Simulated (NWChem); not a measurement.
Species: GeCl₂, singlet; SMILES [Ge]([Cl])[Cl]

Results from NWChem. Pople sets run with spherical d functions. Low-valent species are run as closed-shell singlets; no triplet was tried in these runs. Each level has its own optimisation; frequencies are unscaled.

For level PBE/6-311G**:

- dipole (D): 2.39

Estimate the same quantities for level PBE/6-31G*.


| Quantity | Value |
|---|---|
| dipole (D) | 2.11 |
